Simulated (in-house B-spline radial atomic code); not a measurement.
Configurations of In⁶⁺, with energies counted from [Kr] 4d7. Computed with a radial B-spline atomic code at the basis-set limit: Dirac-Hartree-Fock, average of configuration, Fermi nucleus of rms radius 4.6156 fm. Energies include first-order Breit, QED and recoil terms.

Occupations are held fixed; configurations that lie above the ionisation limit could autoionise.

```tsv
configuration	E - E(ref) (eV)	highest orbital	its <r> (bohr)
[Kr] 4d6 7s1	84.507	7s1/2	5.329
[Kr] 4d6 6g1	92.894	6g7/2	6.212
[Kr] 4d6 8p1	94.363	8p3/2	8.255
[Kr] 4d6 8f1	99.832	8f7/2	11.33
[Kr] 4d6 8g1	101.04	8g7/2	12.17
[Ar] 3d10 4s2 4p5 4d7 5f1	149.52	5f7/2	3.505
[Ar] 3d10 4s2 4p5 4d7 7s1	154.55	7s1/2	5.322
[Ar] 3d10 4s2 4p5 4d7 5g1	154.81	5g7/2	3.88
[Ar] 3d10 4s2 4p5 4d7 6f1	159.94	6f7/2	5.684
```

(1) Order these further configurations by energy, lowest first.
A. [Kr] 4d6 8s1
B. [Kr] 4d6 5s1
C. [Kr] 4d6 6f1
D. [Kr] 4d6 5g1
E. [Kr] 4d6 4f1

(2) How far above the reference does [Ar] 3d10 4s2 4p5 4d7 4f1 lie?

(3) How far above the reference does [Ar] 3d10 4s2 4p5 4d7 5s1 lie?

(4) How far above the reference does [Kr] 4d6 5f1 lie?

Results:

(1) B (32.862 eV), E (60.657 eV), D (84.739 eV), C (89.964 eV), A (92.849 eV).

(2) 130.06 eV; its least bound orbital is 4f5/2 with <r> = 1.651 bohr.

(3) 102.7 eV; its least bound orbital is 5s1/2 with <r> = 1.876 bohr.

(4) 79.661 eV; its least bound orbital is 5f7/2 with <r> = 3.525 bohr.
